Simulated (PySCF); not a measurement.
A geometry optimisation on `[Se]=C=[Se]`.

Method: PBE0-D3(BJ)/def2-SVP geometry optimisation, gas phase (PySCF 2.14.0). Start geometry: GFN2-xTB. The input is one job of a driver script: a line of settings, then coordinates in Å.

Input:
```
{"job": {"xc": "PBE0", "basis": "def2-SVP", "d3": "d3bj", "grid": 1, "maxiter": 30, "shake": 0.01, "kind": "geom"}, "charge": 0, "multiplicity": 1}
Se    -1.655720     0.154100    -0.001840
C     -0.001860     0.097990    -0.006290
Se     1.663590     0.023380    -0.011050
```

Output:
```
step   0  E = -4839.96692331  max force = 0.034261
step   1  E = -4839.96856217  max force = 0.003698
step   2  E = -4839.96858052  max force = 0.000446
step   3  E = -4839.96858096  max force = 0.000051
optimisation converged
```

Energies in Eh; «max force» is the largest Cartesian gradient component in Eh/bohr.

**Question.** How much energy does the optimisation release, in kcal/mol?

**Answer.** E(step 0) − E(last step) = 0.001658 Eh, which is 1.0 kcal/mol.

**Question.** Give the first gradient maximum in eV/Å.

**Answer.** With 1 Eh/bohr = 51.422 eV/Å, 1.762 eV/Å.

Main results: final energy -4839.96858 Eh after 3 steps; dipole 0.00 D.

**Question.** Give the final coordinates.

**Answer.** 0.025 Å rms from the input after alignment:
```
atom  x, y, z in Å
Se1   -1.6822    0.1687    0.0176
C2     0.0078    0.1141    0.0061
Se3    1.6978    0.0583   -0.0053
```

**Question.** How long does this job take on one thread, Intel Xeon Platinum 8488C (x86_64), shared host with 96 logical CPUs at a one-minute load of 16? And the peak memory of the process?

**Answer.** About 8.0 s, with 0.35 GiB resident at the peak, the Python interpreter and its libraries included.
Labels such as C1 count atoms from 1, the log's own numbers from 0.
